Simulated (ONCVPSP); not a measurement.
# What the settings do to the ONCV potential of Cl (Z = 17)

Base potential:

ONCVPSP 4.0.1 input, shortened (lines: element, Z, core and valence counts, functional; n l f; lmax; l rc ep ncon nbas qcut; lloc lpopt rc5 dvloc0; l nproj debl; icmod fcfact rcfact), BLYP, scalar-relativistic:

```
  Cl 17.00    1    4  -106131      upf
    1    0    2.00
    2    0    2.00
    2    1    6.00
    3    0    2.00
    3    1    5.00
    1
    0    0.75    0.00    3    8   14.00
    1    0.65    0.00    4    7   18.00
    4    4    0.50    0.00
    0    2    3.60
    1    2    1.70
    0    0.00    0.00
```

Cutoffs, loose and tight: the cutoffs (Ha) at which the residual kinetic energy of the hardest occupied pseudo-wave falls to 1 and 0.1 mHa per electron. They do not see the model core or the augmentation charge, which bear on the density cutoff. Test errors are all-electron minus pseudo excitation energies from the reference, over the configurations 2s2 2p6 3s2 3p4; 2s2 2p6 3s2 3p3; 2s2 2p6 3s2 3p2; 2s1 2p6 3s2 3p5. A dash means not determined; rows that change the core or the reference have their own tests.

A true bound ghost makes a file unfit for plane-wave use even where its test errors are small: the radial tests pick states by their node count and pass the ghost by.

| change | outcome | cutoff, loose | cutoff, tight | bound ghosts | GHOST(+) flags above zero | largest test error (meV) |
| --- | --- | --- | --- | --- | --- | --- |
| base | generated | 161 Ha | 340 Ha | none | none | -596 |
| core correction Teter function fitted to the true core (icmod 2), fcfact 0.15 | generated | 161 Ha | 340 Ha | none | none | -664 |
| p: qcut 19.8 | generated | 174 Ha | 197 Ha | none | none | -571 |
| p: qcut 21.2 | generated | 186 Ha | 208 Ha | none | none | -558 |
| local potential polynomial inside 0.50 bohr (lpopt 5, dvloc0 2 Ha) | generated | 161 Ha | 340 Ha | none | none | -593 |
| functional PBEsol | generated | 161 Ha | 340 Ha | none | none | -582 |

Problem. What comes out with this change to the base: core [Ne], valence charge 7; reference 3s2 3p5; waves now 3s: rc 1.20 bohr, ncon 4, nbas 8, qcut 6.6 1/bohr, 2 projectors, debl 3.1 Ha; 3p: rc 1.05 bohr, ncon 5, nbas 8, qcut 8.5 1/bohr, 2 projectors, debl 2.8 Ha; local potential polynomial inside 0.75 bohr (lpopt 5, dvloc0 2 Ha)?

Solution. outcome: generated; cutoff, loose: 151 Ha; cutoff, tight: 180 Ha; bound ghosts: p; GHOST(+) flags above zero: s; largest test error (meV): +68.
